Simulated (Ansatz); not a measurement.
`[F][Ga-]([F])([F])[AsH3+]`, relaxed with RKS PBE-D4/def2-SVP in Ansatz from a rough embedded geometry. The force threshold is 0.03 eV/Å; the program also tests the step.

The species carries charge 0 and has multiplicity 1.

Start:

```xyz
8

F    -0.225   -2.112    1.321
Ga    0.415   -0.457    1.008
F    -0.088    0.591    2.332
F     2.194   -0.474    1.006
As   -0.423    0.462   -1.100
H    -1.380   -0.598   -1.777
H     0.763    0.791   -2.015
H    -1.255    1.796   -0.775
```

Problem. How much energy does the relaxation release, and in how many steps? (An estimate is asked.)

Solution. Computed: 14.47 kcal/mol, in 5 steps.

Problem. Which bonds change most? (Estimate.)

Solution. The calculation gave: Ga2–As5 from 2.448 to 2.616 Å; As5–H8 from 1.606 to 1.520 Å; As5–H6 from 1.580 to 1.521 Å; F1–Ga2 from 1.801 to 1.768 Å.

Problem. Give the relaxed structure. (An estimate is asked.)

Solution. Computed: 
```xyz
8

F    -0.250   -2.148    1.269
Ga    0.509   -0.552    1.274
F    -0.152    0.670    2.370
F     2.239   -0.462    0.912
As   -0.404    0.407   -0.982
H    -1.340   -0.415   -1.855
H     0.606    0.805   -2.047
H    -1.208    1.696   -0.940
```
